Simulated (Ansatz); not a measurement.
Z-matrix (Å, degrees):
```
C
N 1 1.454
N 1 1.436 2 112.5
H 1 1.102 2 111.4 3 -122.2
H 1 1.095 2 106.9 3 120.4
C 2 1.257 1 117.4 3 124.1
Si 3 1.725 1 122.1 2 -78.4
H 3 1.009 1 112.5 2 69.0
H 6 1.090 2 119.6 1 -179.6
H 6 1.100 2 123.2 1 0.3
H 7 1.485 3 107.3 1 -170.9
H 7 1.493 3 116.0 1 68.3
H 7 1.487 3 107.3 1 -51.5
```

The species carries charge 0 and has multiplicity 1.

Task: List the B3LYP/def2-TZVPP orbital energies in eV (Ansatz). (Estimate.)

Result: The calculation gave: Occupied: -1798.95, -389.70, -389.19, -278.46, -278.06, -143.45, -98.78, -98.77, -98.75, -25.78, -23.75, -18.78, -16.20, -15.01, -13.66, -13.19, -12.84, -11.15, -10.46, -9.45, -9.40, -8.80, -7.43, -6.91. Lowest empty: -0.77, 0.36, 1.14, 1.53, 1.67, 1.79, 2.17, 2.51.

B3LYP here is the variant with VWN-RPA as its local correlation; programs differ in this.
